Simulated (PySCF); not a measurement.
Compound: ZrI2Cl2 (singlet state).
Bonds: Zr1–I2, Zr1–I3, Zr1–Cl4, Zr1–Cl5.

Computed by this run: PBE0-D3(BJ)/def2-SVP geometry optimisation, gas phase, def2 core potentials past Kr in PySCF; density fitting, grid level 1; the optimiser is geomeTRIC in internal coordinates, started from a GFN2-xTB structure with every atom displaced at random (about 0.03 Å).

Step 0: E = -42520.1514 eV
```
atom  x, y, z in Å  |  force x, y, z in eV/Å
Zr1    -0.0443   -0.0764   -0.0623    0.399   0.978   1.086
I2     -0.0706   -0.0306    2.6902   -0.006  -0.056  -0.601
I3      2.4703    0.0005   -0.9618    0.152  -0.076  -0.033
Cl4    -1.0875    1.8305   -0.8416   -0.059   0.092  -0.044
Cl5    -1.1930   -1.8345   -0.8867   -0.487  -0.939  -0.409
```

Step 1: E = -42520.2045 eV
```
atom  x, y, z in Å  |  force x, y, z in eV/Å
Zr1    -0.0484   -0.0471   -0.0351   -0.007   0.010  -0.639
I2     -0.0630   -0.0316    2.6079   -0.017  -0.022   0.496
I3      2.4905   -0.0110   -0.9398   -0.090  -0.042   0.079
Cl4    -1.1010    1.8630   -0.8189    0.004   0.005   0.013
Cl5    -1.2032   -1.8839   -0.8762    0.110   0.049   0.051
```

**Question.** Estimate the geometry and energy of step 2. (The exact step hangs on the optimiser's Hessian estimate; all steps are aligned on step 1, rigid shifts and turns removed.)

**Answer.** E = -42520.2151 eV, largest force 0.189 eV/Å
```
atom  x, y, z in Å  |  force x, y, z in eV/Å
Zr1    -0.0509   -0.0376   -0.0509   -0.118  -0.049   0.033
I2     -0.0590   -0.0358    2.6472   -0.016  -0.018  -0.143
I3      2.4813   -0.0215   -0.9434   -0.021  -0.028   0.045
Cl4    -1.1057    1.8741   -0.8302    0.022  -0.028   0.009
Cl5    -1.1909   -1.8896   -0.8848    0.133   0.122   0.055
```

The energy changes by -0.0107 eV. The first-order estimate −F·Δx gives -0.0312 eV and the mean of the old and new forces, exact on a quadratic surface, -0.0126 eV. The step makes an angle of 43° with the force vector and moves no atom by more than 0.040 Å.

What follows is the cost of the whole optimisation. Hardware: an Arm Neoverse V2 with one thread, shared host with 64 logical CPUs at a one-minute load of 23. Cost: 1.9 min, 0.51 GiB resident at most.
